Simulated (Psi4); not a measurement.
Interaction energy of H6Si2 ··· Cl- (SMILES [SiH3][SiH3] and [Cl-]) (charge -1), singlet. Monomers: optimised at B3LYP-D3(BJ) (def2-TZVP), held rigid. Orientation: lowest of the rigid-body minima from ten starts at GFN2-xTB. Only R, the distance of the centres of mass, is varied, so the lowest point isn't the relaxed dimer.

Levels: PBE/def2-TZVPD, counterpoise-corrected (Psi4); PBE-D3(BJ)/def2-TZVPD, counterpoise-corrected (Psi4); SAPT0/jun-cc-pVDZ, frozen core (Psi4).

Interaction energies in kJ/mol; the last columns give the difference from SAPT0:

```csv
R / Å,PBE/def2-TZVPD,PBE-D3(BJ)/def2-TZVPD,SAPT0/jun-cc-pVDZ,PBE/def2-TZVPD − SAPT0/jun-cc-pVDZ,PBE-D3(BJ)/def2-TZVPD − SAPT0/jun-cc-pVDZ
2.59,-0.94,-8.61,19.62,-20.56,-28.23
2.81,-22.52,-29.78,-6.07,-16.44,-23.71
3.03,-31.69,-38.44,-19.24,-12.44,-19.20
3.20,-33.80,-40.09,-23.96,-9.84,-16.13
3.41,-33.09,-38.74,-25.73,-7.36,-13.01
3.60,-30.81,-35.82,-25.04,-5.77,-10.79
3.91,-25.91,-29.89,-21.79,-4.13,-8.10
4.18,-21.65,-24.78,-18.38,-3.27,-6.40
4.72,-14.68,-16.50,-12.47,-2.21,-4.03
5.39,-9.01,-9.91,-7.70,-1.31,-2.21
6.40,-4.50,-4.83,-3.99,-0.51,-0.84
7.72,-2.07,-2.17,-1.93,-0.14,-0.24
```

PBE/def2-TZVPD is furthest from SAPT0/jun-cc-pVDZ at 2.59 (-20.56 kJ/mol, below); its mean absolute difference over the points is 7.00 kJ/mol.

PBE-D3(BJ)/def2-TZVPD is furthest from SAPT0/jun-cc-pVDZ at 2.59 (-28.23 kJ/mol, below); its mean absolute difference over the points is 11.07 kJ/mol.
